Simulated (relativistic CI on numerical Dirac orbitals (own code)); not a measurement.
Method of calculation: Dirac-Coulomb-Breit CI, separate exchange-only KLI orbitals for each configuration, model QED (radiative potential, 1s self-energy scaled to tabulated hydrogen-like ionisation energies), unscaled Slater integrals (own radial code, finite nucleus).

The strongest absorption lines from the ground level of an ion, among the configurations computed and to levels below about 84200 eV (vacuum wavelength in nm, gf): 0.01472 (0.0087), 0.01490 (0.015), 0.01523 (0.032), 0.01528 (0.014), 0.01600 (0.086), 0.01612 (0.04), 0.01867 (0.41), 0.01923 (0.24).

(1) Which ion is it?
A. Bi⁸¹⁺
B. Lu⁶⁹⁺
C. Tb⁶³⁺
D. Ir⁷⁵⁺

Results:

(1) D. Ir⁷⁵⁺ has 2 electrons and the ground level 1s2 1S_0; the strongest line goes to 1s 2p 1P°_1. The pattern of lines fixes the number of electrons, and along that sequence the line energies rise steadily with the charge (about as its square where n changes within one kind of shell, about linearly where n is kept but much faster in heavy ions where fine structure, which grows about as Z⁴, sets the gap, and irregularly where shells cross), which fixes Z. Configurations outside the model, such as inner-shell arrays, can give stronger lines. At this charge energies of transitions that change n are usually good to better than 1 %, and those within a shell (Δn = 0) to a few per cent.

LS names give the leading component of a level, which can be under half, so a name can repeat, a term be missing and a line seem to break the LS rules.
